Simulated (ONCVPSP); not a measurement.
# Configuration tests for fluorine (ONCV)

ONCVPSP 4.0.1 input, shortened (lines: element, Z, core and valence counts, functional; n l f; lmax; l rc ep ncon nbas qcut; lloc lpopt rc5 dvloc0; l nproj debl; icmod fcfact rcfact), PBE, scalar-relativistic:

```
  F 9.00    1    2        4      upf
    1    0    2.00
    2    0    2.00
    2    1    5.00
    2
    0    0.70    0.00    4    8   10.10
    1    1.80    0.00    3    6    6.50
    2    1.65    0.31    5    8    6.70
    0    5    0.70    0.00
    0    0    3.00
    1    1    3.70
    2    2    1.10
    1    0.20    0.00
```

Energies are relative to the spin-unpolarised reference configuration 2s2 2p5; without spin polarisation the order of configurations can differ from experiment.

```tsv
valence configuration	charge	ΔE all-electron (eV)	error AE − PS (meV)
2s2 2p3	+2	57.775	+982
2s2 2p1	+4	204.213	+9388
```

(1) What are ΔE and the potential's error for 2s2 2p2?

(2) What are ΔE and the potential's error for 2s2 2p4?

Results:

(1) ΔE = 118.412 eV all-electron; the error (AE − PS) is +3619 meV.

(2) ΔE = 19.390 eV all-electron; the error (AE − PS) is +122 meV.

These tests converged, but a pseudo level misses the all-electron one widely, so the file describes the atom poorly there or has found another state: 2s2 2p1: 2p by 7.9 eV.
